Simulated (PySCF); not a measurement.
Work out the structure from these simulated measurements.

Elements present: C, H, O and Si. Monoisotopic mass: 104.0657 u.

| Item | Value |
| --- | --- |
| 1H NMR | chemical shifts (computed TMS as zero) by class: 4.55 (2 H), 0.94 (9 H), 0.54 (1 H) ppm [GIAO KT3/pcSseg-1] |
| UV, first state | lowest singlet excitation: 6.30 eV (197 nm, f = 0.000) [TDDFT B3LYP/def2-SVPD] |
| Dipole | 1.56 D [B3LYP/def2-SVPD] |
| Rotational structure | rotational constants A, B, C: 3.799, 1.964, 1.858 GHz [PBE0-D3(BJ)/def2-SVP] |
| Polarisability | 81.5 au [B3LYP/def2-SVPD] |
| Triplet | lowest triplet excitation (Tamm–Dancoff): 6.12 eV [TDA B3LYP/def2-SVPD] |
| Valence photoelectron | vertical ionisation energy: 9.47 eV [ΔSCF B3LYP/def2-SVPD] |
| NMR, other nuclei | isotropic shieldings of nuclei other than C and H, by class: 311 (1 O), 370 (1 Si) ppm [GIAO KT3/pcSseg-1] |
| 13C NMR | chemical shifts (computed TMS as zero) by class: 25.4 (3 C), 21.1 (1 C) ppm [GIAO KT3/pcSseg-1] |

Gas-phase values; electronic properties from PySCF, density fitting. Levels stand in brackets. The structure is a single PBE0-D3(BJ)/def2-SVP conformer in the gas phase; no vibrational or solvent corrections. NMR values are class means; diastereotopic atoms form classes of their own.

**Question.** Which formula fits the mass and the elements?

**Answer.** C4H12OSi (calculated 104.0657). No other formula that holds each of these elements comes within 0.0003 u with a fitting electron parity and a possible valence count.

**Question.** What is the compound? Reason from the data.

**Answer.** Numbering: `[CH3:1][C:2]([CH3:3])([CH3:4])[SiH2:5][OH:6]`. Its formula, C4H12OSi, gives 0 degrees of unsaturation, so no ring and no π bond. 4 carbons fall into 2 classes; from least to most shielded: methyl carbon [C1/C3/C4] (25.4 ppm, 3 C, up to 2.4 ppm apart in this geometry), sp3 carbon bound to silicon [C2] (21.1 ppm). Hydrogen classes from least to most shielded: 2 H on an oxygen-bound silicon, Si5 (4.55 ppm), 9 H on 3 methyl carbons, C1/C3/C4 (0.94 ppm, a mean of values up to 0.8 ppm apart in this geometry), 1 H on a silanol oxygen, O6 (0.54 ppm). The other shieldings belong to: 311 ppm, silanol oxygen [O6]; 370 ppm, oxygen-bound silicon [Si5]. The first electron is taken from the HOMO, whose largest Löwdin shares are 0.29 on the sp3 carbon bound to silicon, 0.19 on the oxygen-bound silicon, 0.13 on the silanol oxygen and 0.06 on a methyl carbon. By its constants the optimised geometry is an asymmetric top. Structure: `CC(C)(C)[SiH2]O`. Computed isomers that give other values at the same levels: `COC[C@H](C)[SiH3]` (smallest rotational constant: 1.429 GHz; this holds for the one conformer computed); `CC(C)(C)O[SiH3]` (rotational constant A: 4.335 GHz; this holds for the one conformer computed); `CCC[SiH2]OC` (rotational constant A: 6.234 GHz; this holds for the one conformer computed). The assignments are read from this structure; whether some other isomer fits the data as well wasn't checked.

Shape of the structure used: `[CH3:1][C:2]([CH3:3])([CH3:4])[SiH2:5][OH:6]`: C1–C2–Si5–O6 -61°, H–O6–Si5–C2 -77°.
